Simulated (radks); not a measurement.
Question: The mean radii <r> (bohr) of the occupied orbitals of an atom or ion are listed with their occupations. Method: Dirac Kohn-Sham, Slater X-alpha with alpha = 0.667, spin-unpolarised, spherical densities, finite nucleus; Fermi nuclear charge, rms radius of each element as measured or else 0.836 A^(1/3) + 0.57 fm; computed with a radial shooting solver on a logarithmic mesh with Libxc functionals.

orbital  occ.      <r>
1s1/2       2  0.03711
2s1/2       2   0.1625
2p1/2       2   0.1388
2p3/2       4   0.1431
3s1/2       2   0.4593
3p1/2       2   0.4557
3p3/2       4   0.4662
3d3/2       4   0.4509
3d5/2       6   0.4545
4s1/2       2    1.212
4p1/2       2    1.346
4p3/2       4    1.377
4d3/2       2    2.036

Name the element and its charge. Open shells, if any, fill j = l - 1/2 first.

Answer: Z = 40, zirconium, charge +2: Zr2+ in [Kr] 4d2. The 1s radius gives Z: for a bare nucleus <r> = (2 gamma + 1)/(2Z) with gamma = sqrt(1 - (Z/c)^2), 0.03641 bohr for Z = 40, and screening makes it slightly larger (0.03711 here). The occupations add up to 38, and the charge is Z minus that.
